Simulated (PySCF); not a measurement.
Compound: C₇H₁₀.
Cartesian coordinates in Å at the PBE0-D3(BJ)/def2-SVP level; atoms count from 1:
```xyz
17
C7H10 angstrom
C      2.3521    0.9360    1.3722
C      1.3475    0.6476    0.7579
C      0.1403    0.2936    0.0237
C     -0.3482    1.4686   -0.8208
C     -1.0072   -0.3502    0.8602
C     -1.1944   -1.4027   -0.2461
C      0.1964   -1.0347   -0.7908
H      3.2420    1.1890    1.9176
H      0.4201    1.7706   -1.5483
H     -0.5790    2.3358   -0.1842
H     -1.2593    1.1950   -1.3750
H     -1.8548    0.3080    1.1054
H     -0.6202   -0.7888    1.7906
H     -2.0027   -1.1391   -0.9443
H     -1.3476   -2.4432    0.0740
H      0.3210   -0.9293   -1.8794
H      0.9826   -1.7009   -0.4085
```

Computed, not measured: delta-SCF UKS SCAN, pcX-2 on the ionised atom, pcseg-1 elsewhere, spin-free X2C (PySCF). Every row has its own mixed basis.

```json
{"ionised atom": "C1", "basis functions": "179", "E(ionised) (Eh)": "-261.95348", "binding energy (eV)": "289.829"}
{"ionised atom": "C2", "basis functions": "179", "E(ionised) (Eh)": "-261.93550", "binding energy (eV)": "290.319"}
{"ionised atom": "C3", "basis functions": "179", "E(ionised) (Eh)": "-261.90144", "binding energy (eV)": "291.171"}
{"ionised atom": "C4", "basis functions": "179", "E(ionised) (Eh)": "-261.92052", "binding energy (eV)": "290.572"}
{"ionised atom": "C5", "basis functions": "179", "E(ionised) (Eh)": "-261.92994", "binding energy (eV)": "290.368"}
{"ionised atom": "C6", "basis functions": "179", "E(ionised) (Eh)": "-261.92583", "binding energy (eV)": "290.489"}
```

Fill in the total energy of each ground state.

With binding energy = E(ionised) − E(ground) and 27.2114 eV a hartree:

```
atom  binding energy (Eh)  E(ground) (Eh)
  C1              10.6510       -272.6045
  C2              10.6690       -272.6045
  C3              10.7003       -272.6018
  C4              10.6783       -272.5988
  C5              10.6708       -272.6008
  C6              10.6753       -272.6011
```

How much do the ground-state energies differ, and what would follow from using one of them for all holes?

They run from -272.6045 Eh (core basis on C2) to -272.5988 Eh (on C4), 0.0057 Eh or 0.16 eV apart, though the state is the same; only basis and grid differ. Pairing the ion of C4 with the ground state of C2 would put its binding energy 0.16 eV too high.

The listed C 1s values span 1.34 eV, from C1 (bonded to C (triple bond) and H) to C3 (bonded to 4 C). The values 290.32 and 290.37 eV lie too close for their order to be trusted.

Only 1s holes are shown. Atoms equivalent by their bonding share one computed value, that of the first of them. Spin contamination (⟨S²⟩ against 0.75 for a pure doublet) is marked for C 1s of C2 (0.87), which makes this value less certain. Isolated species at its PBE0-D3(BJ)/def2-SVP geometry (one conformer only).

The run took 74 s of wall time on an Arm Neoverse V2 with one thread (shared host).
